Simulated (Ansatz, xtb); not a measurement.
**Isomers of C5H11PS in order of energy**

4 gas-phase structures of C5H11PS, from a drawn sample of its isomers (lower ones may exist). Each was relaxed with GFN2-xTB; where two conformers were screened, the lower at r2SCAN-D4/def2-SVP is listed:

A. `C=C[P@H](=S)C(C)C`, a singlet
B. `CP(C)(=S)C1CC1`, a singlet
C. `C[C@@H]1CC[P@H](=S)C1`, a singlet
D. `C/C=C/P(C)(C)=S`, a singlet

**Question.** Which do you expect lowest at r2SCAN-D4/def2-SVP, and how would the others follow?

**Answer.** Calculated order at r2SCAN-D4/def2-SVP: C (0.0), D (6.6), B (9.2), A (20.2) kcal/mol.

Energies above the lowest of each column, in kcal/mol; the last columns are at B3LYP/def2-SVP geometries and were run for some of them only (a dash: not run or not comparable):

```json
{"structure": "C", "GFN2-xTB": "0.0", "HF/STO-3G": "0.0", "r2SCAN-D4/def2-SVP": "0.0", "B3LYP/def2-SVP": "0.0", "CCSD(T)/def2-SVP + ΔMP2/def2-TZVPP": "0.0"}
{"structure": "D", "GFN2-xTB": "24.4", "HF/STO-3G": "33.3", "r2SCAN-D4/def2-SVP": "6.6", "B3LYP/def2-SVP": "2.9", "CCSD(T)/def2-SVP + ΔMP2/def2-TZVPP": "4.0"}
{"structure": "B", "GFN2-xTB": "21.4", "HF/STO-3G": "30.5", "r2SCAN-D4/def2-SVP": "9.2", "B3LYP/def2-SVP": "9.5", "CCSD(T)/def2-SVP + ΔMP2/def2-TZVPP": "9.8"}
{"structure": "A", "GFN2-xTB": "29.5", "HF/STO-3G": "48.3", "r2SCAN-D4/def2-SVP": "20.2", "B3LYP/def2-SVP": "–", "CCSD(T)/def2-SVP + ΔMP2/def2-TZVPP": "–"}
```

Every level run on C puts it lowest or level with the lowest. Some further structures that were screened fall inside this span and aren't listed. Flexible structures stand in one conformer each, not always the lowest. Frequencies (GFN2-xTB) were run for B, C, D alone. The ΔMP2 step shifts differences by up to 3.0 kcal/mol, which makes them less sure. ΔMP2 is the change of the MP2 energy from the smaller to the larger basis.

Over these structures GFN2-xTB departs from r2SCAN-D4/def2-SVP by 5.2 kcal/mol on average once a common shift is removed. A GFN2-xTB relaxation took about 0.12 s and the r2SCAN-D4/def2-SVP energy about 2.7 s on a shared host (Ansatz 0.2.0, xtb 6.7.1).
